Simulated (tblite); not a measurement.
Compound: C₆H₁₀ClFSi.
Cartesian coordinates in Å at the GFN2-xTB level; atoms count from 1:
```
atom  x, y, z in Å
C1     2.549    0.015   -0.774
C2     1.350    0.763   -0.203
C3     0.352   -0.158    0.518
C4    -0.341   -1.094   -0.437
C5    -1.661   -1.036   -0.525
Cl6   -2.568   -2.053   -1.598
C7    -2.441   -0.079    0.322
Si8   -1.092    0.785    1.345
F9    -1.039    2.362    0.983
H10    3.062   -0.538    0.011
H11    2.242   -0.685   -1.546
H12    3.254    0.716   -1.214
H13    0.832    1.291   -1.005
H14    1.704    1.512    0.508
H15    0.920   -0.758    1.235
H16    0.246   -1.777   -1.027
H17   -3.172   -0.623    0.919
H18   -3.006    0.608   -0.310
H19   -1.201    0.756    2.792
```

All values are computed: GFN2-xTB (tblite) harmonic vibrations without scaling, gas phase. This tight-binding method is rough: wavenumbers can miss measured ones by several per cent, in bad cases by 10 to 20. Modes of hydrogen on silicon can be 10 to 20 % off. One conformer, not necessarily the lowest.

Harmonic wavenumbers (cm⁻¹): 40.0, 69.8, 107.2, 118.7, 171.6, 222.8, 237.2, 286.9, 322.0, 367.6, 383.0, 429.3, 517.7, 571.1, 633.0, 711.2, 736.4, 749.8, 807.2, 827.6, 830.1, 851.2, 952.7, 1003.5, 1030.5, 1069.4, 1092.5, 1101.8, 1113.7, 1200.8, 1215.0, 1239.2, 1258.9, 1294.7, 1343.5, 1414.9, 1447.6, 1489.6, 1501.6, 1507.8, 1696.1, 2363.1, 2922.0, 2971.3, 2972.0, 2991.4, 2996.7, 3027.2, 3034.4, 3046.4, 3104.3.

A = 1428, B = 821.3, C = 566.5 MHz; mass 164.022 u (most abundant isotopes); point group C1, symmetry number 1.

Zero-point energy?

½Σν̃ = 31697 cm⁻¹ = 379.18 kJ/mol.

What is S at 350 K and 1 bar for an ideal gas of classical rigid rotors and harmonic oscillators?

Translation 175.79, rotation 129.86, vibration 156.37: S = 462.0 J/(mol K).

And Cp and H(350 K) − H(0)?

Cp = 193.00 J/(mol K), of which vibrations give 159.74 (their classical limit is 51 R = 424.0); H(350 K) − H(0) = 40.17 kJ/mol without the zero-point energy, 28.53 from vibrations.

Blend soft modes into free rotors: weight 1/[1 + (100 cm⁻¹/ν̃)⁴] for the oscillator and the rest for a rotor with moment μB/(μ + B), μ = h/(8π²ν), B = 10⁻⁴⁴ kg m². What vibrational entropy results?

143.79 J/(mol K) in place of 156.37, which changes −T·S at 350 K by +4.40 kJ/mol.

Which modes carry the vibrational entropy at 350 K?

40.0 cm⁻¹: 23.33; 69.8 cm⁻¹: 18.72; 107.2 cm⁻¹: 15.19; 118.7 cm⁻¹: 14.36; 171.6 cm⁻¹: 11.39; 222.8 cm⁻¹: 9.33 J/(mol K); the other 45 give 64.04 together.

What must be added to the electronic energy to get the Gibbs energy at 350 K and 1 bar?

ZPE + [H(350 K) − H(0)] − T·S = 379.18 + 40.17 − 161.71 = 257.64 kJ/mol.

Hindered rotation and anharmonicity are outside this model. Other conformers, if any are populated, would add a mixing term that is left out. The structure is chiral; the term R ln 2 for an equal mix with its mirror image is left out.

Time: 1.6 s wall. Hardware: one thread, Arm Neoverse N1 (aarch64) (shared host). The figure is for the frequency step alone.
